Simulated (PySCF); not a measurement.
## Calculated data, Al2BClH4, AlH4NSi, FH3NOSi

All values are calculated (PySCF 2.14.0). Calculation on a computer-drawn molecule: optimised geometry and harmonic frequencies of an isolated molecule of the commonest isotopes, restricted reference for singlets and unrestricted otherwise, frozen core in MP2.

Common to all runs: multiplicity 1; method HF; basis cc-pV(D+d)Z.

(1) Al2BClH4

Start structure:
```xyz
8
Al2BClH4
Al     0.3236     0.6188     1.6242
Al    -0.2964     2.5346     0.1100
B      1.5870     2.1350    -0.9621
Cl     2.0195     0.8095     0.0837
H      0.0659    -0.9172     1.3422
H      1.2441     0.6645     2.9178
H     -1.2714     3.7318    -0.3289
H      2.4304     2.3047    -1.7734
```

Here we set charge 0.

Drawn bonds:
```csv
atom,other atom,order
1,2,1
2,3,1
3,4,1
1,5,1
1,6,1
2,7,1
3,8,1
```

(2) AlH4NSi

Start structure:
```xyz
7
AlH4NSi
Al     0.8030     0.1091    -4.8352
N      0.8002     0.6412    -3.1204
Si    -0.2954     1.2170    -1.9352
H      1.7771     0.5884    -2.7367
H     -0.3386     0.2998    -0.7810
H     -1.5857     1.3022    -2.6082
H      0.0868     2.5742    -1.4909
```

It was run with charge 0.

Drawn bonds:
```csv
atom,other atom,order
1,2,1
2,3,1
2,4,1
3,5,1
3,6,1
3,7,1
```

(3) FH3NOSi

Start structure:
```xyz
7
FH3NOSi
N     -1.4958    -1.2770     1.1023
Si    -0.9094    -0.0153     2.0202
O      0.5030     0.5460     2.3059
F     -2.0061     0.9089     2.7031
H     -2.5480    -1.4314     1.0670
H     -0.9347    -1.9482     0.6196
H      1.4165     0.4187     2.1795
```

Settings of this run: charge 1.

Drawn bonds:
```csv
atom,other atom,order
1,2,1
2,3,1
2,4,1
1,5,1
1,6,1
3,7,1
```

Question: Al2BClH4 (entry 1): total energy?
Answer: -970.3481 hartree

Question: Give the missing total energy for AlH4NSi (entry 2).
Answer: -587.6758 hartree

Question: Give the missing rotational constants for AlH4NSi (entry 2).
Answer: 35.43, 3.187, 3.024 GHz

Question: Estimate the total energy of FH3NOSi (entry 3).
Answer: -519.3089 hartree

Question: Estimate the rotational constants of FH3NOSi (entry 3).
Answer: 7.775, 7.088, 3.708 GHz

Further results for Al2BClH4 (entry 1):

* rotational constants: 7.11, 1.062, 0.975 GHz
* convergence status largest gradient component: 1.971e-05 hartree/bohr

Optimised structure:
```xyz
8
Al2BClH4
Al    -0.0642     0.2259     1.9737
Al     0.2120     2.1145     0.1654
B      1.8497     2.2102    -1.2365
Cl     3.3635     2.9929    -0.7020
H     -0.8560    -1.1164     1.6626
H      0.5436     0.3646     3.4343
H     -0.8490     3.2993     0.0744
H      1.9031     1.7907    -2.3583
```

Modes:
```csv
frequency (cm⁻¹),reduced mass (dalton)
39.26,5.703
73.06,1.117
113.9,2.937
143.9,3.94
315.2,1.182
336.9,5.121
460.7,1.586
492.8,1.087
550.5,3.139
613.4,1.265
757.5,1.46
820.9,4.732
849.2,1.081
1094,1.248
1930,1.04
1949,1.054
1955,1.032
2711,1.092
```

Further results for AlH4NSi (entry 2):

* convergence status largest gradient component: 2.579e-05 hartree/bohr

Optimised structure:
```xyz
7
AlH4NSi
Al     0.6946     0.1330    -4.8408
N      0.8943     0.6347    -3.1062
Si    -0.2634     1.2161    -1.9578
H      1.8306     0.5718    -2.7280
H     -0.3864     0.3355    -0.7697
H     -1.5780     1.2633    -2.6447
H      0.0557     2.5774    -1.4604
```

Modes:
```csv
frequency (cm⁻¹),reduced mass (dalton)
138.3,1.412
163.5,5.057
419.3,1.16
588.3,3.881
766.6,1.372
778,1.234
906.9,3.89
1021,1.049
1049,1.054
1076,1.072
1160,1.397
2278,1.05
2286,1.05
2304,1.019
3701,1.074
```

Further results for FH3NOSi (entry 3):

- convergence status largest gradient component: 3.285e-05 hartree/bohr

Optimised structure:
```xyz
7
FH3NOSi
N     -1.4619    -1.2145     1.1641
Si    -0.9753     0.0510     2.0419
O      0.4753     0.5239     2.3021
F     -2.0747     0.9075     2.7116
H     -2.4359    -1.4479     1.0496
H     -0.8438    -1.8449     0.6812
H      1.3419     0.2267     2.0471
```

Modes:
```csv
frequency (cm⁻¹),reduced mass (dalton)
288.7,3.077
339.5,7.002
350.3,1.122
379.1,8.96
472,1.063
570.3,1.267
609.8,1.223
871.5,1.436
886.8,5.769
1167,8.647
1243,7.807
1666,1.135
3728,1.052
3828,1.099
4103,1.071
```
